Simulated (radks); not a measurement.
Spherical jellium clusters: N electrons in a uniform positive sphere of charge N and radius rs N^(1/3), rs = 3.69 bohr. Method: non-relativistic Kohn-Sham, LDA (Slater exchange, Perdew-Wang correlation), spin-polarised, spherical densities; computed with a radial shooting solver with Libxc functionals. Levels are named by radial order and angular momentum (1s, 1p, 1d, 2s, ...), and open shells are averaged over m.

N = 21, configuration 1s2 1p6 1d10 2s2 1f(up 1, down 0). This is the lowest configuration that the search found. Occupied and some empty levels:

| level | occupation | eigenvalue (eV) | <r> (bohr) |
|---|---|---|---|
| 1s up | 1 | -5.5850 | 6.476 |
| 1s down | 1 | -5.5397 | 6.417 |
| 1p up | 3 | -4.7467 | 7.549 |
| 1p down | 3 | -4.6852 | 7.520 |
| 1d up | 5 | -3.6541 | 8.359 |
| 1d down | 5 | -3.5841 | 8.350 |
| 2s up | 1 | -3.0131 | 6.977 |
| 2s down | 1 | -2.9778 | 7.007 |
| 1f up | 1 | -2.3748 | 9.122 |
| 1f down | 0 | -2.3023 | 9.131 |
| 2p up | 0 | -1.6680 | 8.865 |
| 2p down | 0 | -1.6320 | 8.893 |
| 1g up | 0 | -0.97878 | 10.02 |
| 1g down | 0 | -0.90986 | 10.06 |
| 2d up | 0 | -0.53846 | 11.72 |
| 2d down | 0 | -0.50771 | 11.82 |

Energy (eV): total -38.6134, kinetic 41.378, external -1392.1, Hartree 686.27, exchange-correlation -81.397, background 707.25.
